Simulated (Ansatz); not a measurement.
Species: GeI2, charge 1, doublet. GeI2+ (parent SMILES [I][Ge][I], doublet).
B3LYP-D3(BJ)/def2-TZVP minimum from Ansatz (an electronic-structure program):
```
Ge
I 1 2.4793
I 1 2.4793 2 121.04
```
Charge +1, spin multiplicity 2.

Total energies in def2-SVP, 17 correlated electrons, 32 frozen orbitals. UHF or UKS for unpaired electrons; spin-orbit terms are left out. Cores are frozen in correlated methods (noble-gas shells, and filled d and f shells in the p block). Past Kr the def2 sets carry scalar-relativistic core potentials. Spin-orbit terms, left out, reach several kcal/mol for Br and I, and more for heavier atoms. The UHF reference of GeI2+ (parent SMILES [I][Ge][I], doublet) is spin-contaminated (<S^2> up to 0.05 over the pure value in the sets run). The spin of GeI2+ (parent SMILES [I][Ge][I], doublet) was assumed, and the state is the lowest solution found for it.

| method | program | energy (Eh) | minus CCSDT(Q) (mEh) |
|---|---|---|---|
| HF | Ansatz | -2668.18203 | 294.93 |
| MP2 | Ansatz | -2668.43470 | 42.26 |
| CCSD | Ansatz | -2668.46251 | 14.45 |
| CCSD(T) | Ansatz | -2668.47418 | 2.78 |
| CCSDT(Q) | Ansatz | -2668.47696 | 0.00 |

Rough core times of Ansatz's runs on a shared machine: CCSD(T) 50 s, CCSDT(Q) 6 min.
